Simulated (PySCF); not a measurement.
Vertical excitations of a molecule C3H5O, multiplicity 2 from TDA-PBE/def2-SVPD (PySCF), as energy in eV (oscillator strength): 1.87 (0.001), 4.48 (0.000), 5.23 (0.000), 5.35 (0.004), 5.45 (0.000), 5.49 (0.026), 5.52 (0.002), 5.65 (0.016), 6.27 (0.001), 6.30 (0.003). Geometry optimised at B3LYP-D3(BJ)/def2-SVP. One conformer was computed; it need not be the lowest.

Question: Pick the molecule that these values belong to.
(A) [CH]=C(C)O
(B) [CH2]C(C)=O
(C) CC[C]=O

Answer: A, [CH]=C(C)O
